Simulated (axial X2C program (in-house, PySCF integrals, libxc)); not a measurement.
RbTe⁺: from the spin-free to the two-component result

Calculated with an in-house all-electron X2C program for linear molecules (integrals from PySCF). Spin-free means the one-electron spin-free X2C Hamiltonian; two-component (2c) means X2C with spin–orbit coupling and atomic mean-field two-electron Coulomb and Gaunt terms, so the difference of the two also holds small scalar two-electron terms. Basis: Te dyall-cv3z [11s12p8d4f1g], Rb dyall-cv3z [12s13p8d4f1g] (cores contracted in-house); Gaussian nuclei, density fitting, unrestricted open shells. Masses: Te 129.906 u, Rb 84.912 u.

Spin-free state: M_S = 1, Λ = 0 (beyond evenly filled blocks: π+α, π-α); fragments Te + Rb+.

| level | Re (Å) | ωe (cm⁻¹) | De (eV) | μ (D) |
| --- | --- | --- | --- | --- |
| PBE0 | 3.773 | 65.3 | 0.390 | 8.62 |
| HF | 3.951 | 56.2 | 0.307 | 9.55 |
| MP2 | 3.792 | 65.0 | 0.378 | n/a |
| CCSD | 3.821 | 63.4 | 0.379 | n/a |
| CCSD(T) | 3.809 | 64.2 | 0.369 | n/a |
| r2SCAN0 | 3.790 | 65.0 | 0.371 | 8.82 |

Correlated methods: 14 electrons correlated (number of frozen shells: Te 4 s, 3 p, 2 d; Rb 3 s, 2 p, 1 d), 312 virtual spin orbitals or spinors in MP2, 90 natural virtuals in coupled cluster.

Dipoles are positive if Rb is the positive end and refer to the centre of mass.

Two-component determinant lowest at the distance of the search:

Ω = 1 (⟨Sz⟩ = 0.79, ⟨Lz⟩ = 0.21 at HF); fragments Te + Rb+.

| level | Re (Å) | ωe (cm⁻¹) | De (eV) | μ (D) |
| --- | --- | --- | --- | --- |
| PBE0 | 3.788 | 61.6 | 0.255 | 8.76 |
| HF | 3.984 | 51.1 | n/a | 9.77 |
| MP2 | 3.810 | 61.3 | 0.199 | n/a |
| CCSD | 3.840 | 58.9 | 0.227 | n/a |
| CCSD(T) | 3.827 | 59.7 | 0.213 | n/a |
| r2SCAN0 | 3.796 | 63.1 | 0.324 | 8.88 |

Question: From the two tables, how do the constants change at the CCSD(T) level (2c against spin-free)?

Answer: At the CCSD(T) level Re increases by 0.018 Å and ωe drops by 4.5 cm⁻¹; De changes by -0.156 eV.

Occupations by symmetry block were frozen at the best pattern of an incomplete PBE0 search. De is counted from the lowest determinant-based energies of the atoms at the same level, without counterpoise correction. De is not given where an atomic determinant may have missed its ground term or J level, or where the truncated virtual space spoils (T). Density functionals use the spin component along the axis (collinear). CCSD and (T) use frozen natural virtuals with an MP2 correction for the truncation; (T) itself is uncorrected, so its De runs slightly low. Other states lie close and PBE0, whose exact exchange favours high spin, may order them wrongly; the determinant shown need not be the ground state. The nearest other spin-free determinant of the search, M_S = 1, Λ = 1, lies 0.39 eV up at the distance of the search. The functionals have no current-density term, which raises determinants with orbital currents, atoms included. With several unpaired electrons one determinant need not be a pure state. Open-shell Ω = 0 determinants with evenly filled partner blocks cannot be reached by this program, so the Ω shown need not be the lowest component. This is the Ω = 1 component of a π² triplet; the 0⁺ component is not one determinant and can lie lowest. With the outer-core shells frozen, correlated bond lengths of heavy atoms tend to come out a few hundredths of an ångström too long.
